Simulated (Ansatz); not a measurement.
A nudged elastic band was laid between two geometries of C2H7ClN2Si (13 atoms, charge 0, multiplicity 1).

Level of theory: Ansatz, RKS B3LYP-D4/STO-3G.

```yaml
movable_images: 9
climbing_image: yes
spring: 5.0 eV/Å²
optimiser: quadratic models (default)
start_path: through a guess of the saddle point
force_threshold: 0.05 eV/Å
iteration_limit: 39
end_points: relaxed
```

First end point:

```xyz
13
Properties=species:S:1:pos:R:3
C -1.944 -1.204 0.005
N -0.750 -1.065 -0.514
C 0.346 -0.873 0.534
Si 0.972 0.901 0.357
N 1.376 1.141 -1.301
Cl -0.617 2.142 1.059
H -2.180 -1.216 1.088
H -2.800 -1.321 -0.683
H 1.165 -1.571 0.283
H 0.005 -1.084 1.564
H 2.108 1.222 1.193
H 1.677 2.095 -1.590
H 0.662 0.798 -1.979
```

Last end point:

```xyz
13
Properties=species:S:1:pos:R:3
C -1.938 -1.195 -0.001
N -0.739 -1.078 -0.514
C 0.352 -0.879 0.538
Si 0.972 0.897 0.358
N 1.364 1.140 -1.302
Cl -0.622 2.128 1.068
H -2.182 -1.183 1.080
H -2.790 -1.314 -0.694
H 1.174 -1.575 0.295
H 0.006 -1.086 1.567
H 2.112 1.224 1.188
H 0.651 0.792 -1.977
H 1.660 2.096 -1.593
```

Which bonds break or form, and what moves?

No bond is made or broken. The dihedral Cl6–Si4–N5–H13 goes from -70 to 59°. The two ends are copies of one structure, up to a mirror image or an exchange of like atoms.

Give the energies along the band, and the barrier.

It converged. The highest image is number 7 of 0 to 10, 5.7 kcal/mol above the ends, which have the same energy within 2 meV. A vibrational analysis at the climbing image gives one clearly imaginary mode, 239i cm⁻¹: a first-order saddle point. Limits of this set-up: minimal basis.

```json
{"image": "0", "path coordinate (Å)": "0.00", "energy (kcal/mol)": "0.0", "dihedral Cl6–Si4–N5–H13 (°)": "-70"}
{"image": "1", "path coordinate (Å)": "0.35", "energy (kcal/mol)": "0.4", "dihedral Cl6–Si4–N5–H13 (°)": "-66"}
{"image": "2", "path coordinate (Å)": "0.70", "energy (kcal/mol)": "1.9", "dihedral Cl6–Si4–N5–H13 (°)": "-70"}
{"image": "3", "path coordinate (Å)": "1.05", "energy (kcal/mol)": "3.3", "dihedral Cl6–Si4–N5–H13 (°)": "-77"}
{"image": "4", "path coordinate (Å)": "1.40", "energy (kcal/mol)": "4.1", "dihedral Cl6–Si4–N5–H13 (°)": "-72"}
{"image": "5", "path coordinate (Å)": "1.75", "energy (kcal/mol)": "4.8", "dihedral Cl6–Si4–N5–H13 (°)": "-61"}
{"image": "6", "path coordinate (Å)": "2.10", "energy (kcal/mol)": "5.4", "dihedral Cl6–Si4–N5–H13 (°)": "-47"}
{"image": "7", "path coordinate (Å)": "2.45", "energy (kcal/mol)": "5.7", "dihedral Cl6–Si4–N5–H13 (°)": "-31"}
{"image": "8", "path coordinate (Å)": "3.03", "energy (kcal/mol)": "4.4", "dihedral Cl6–Si4–N5–H13 (°)": "-2"}
{"image": "9", "path coordinate (Å)": "3.62", "energy (kcal/mol)": "1.3", "dihedral Cl6–Si4–N5–H13 (°)": "30"}
{"image": "10", "path coordinate (Å)": "4.20", "energy (kcal/mol)": "0.0", "dihedral Cl6–Si4–N5–H13 (°)": "59"}
```

What is the geometry of the highest image?


```xyz
13
Properties=species:S:1:pos:R:3
C -1.942 -1.151 -0.027
N -0.738 -1.050 -0.532
C 0.347 -0.857 0.523
Si 1.011 0.917 0.382
N 1.380 1.437 -1.271
Cl -0.495 2.204 1.109
H -2.193 -1.133 1.052
H -2.790 -1.265 -0.725
H 1.165 -1.562 0.284
H -0.002 -1.068 1.551
H 2.169 1.066 1.241
H 1.594 0.591 -1.860
H 0.514 1.836 -1.713
```

What are the harmonic wavenumbers there?

239i, 39, 69, 156, 206, 226, 381, 472, 551, 608, 694, 802, 838, 900, 942, 965, 1008, 1031, 1136, 1219, 1300, 1353, 1561, 1637, 1758, 1831, 2649, 3285, 3293, 3408, 3462, 3551, 3725 cm⁻¹.

The band took 24 iterations and of the order of 11 core-minutes.

Time of the run: 11 min on 1 thread of Intel(R) Xeon(R) Platinum 8488C (Sapphire Rapids), on a shared host, peak memory 0.14 GiB.
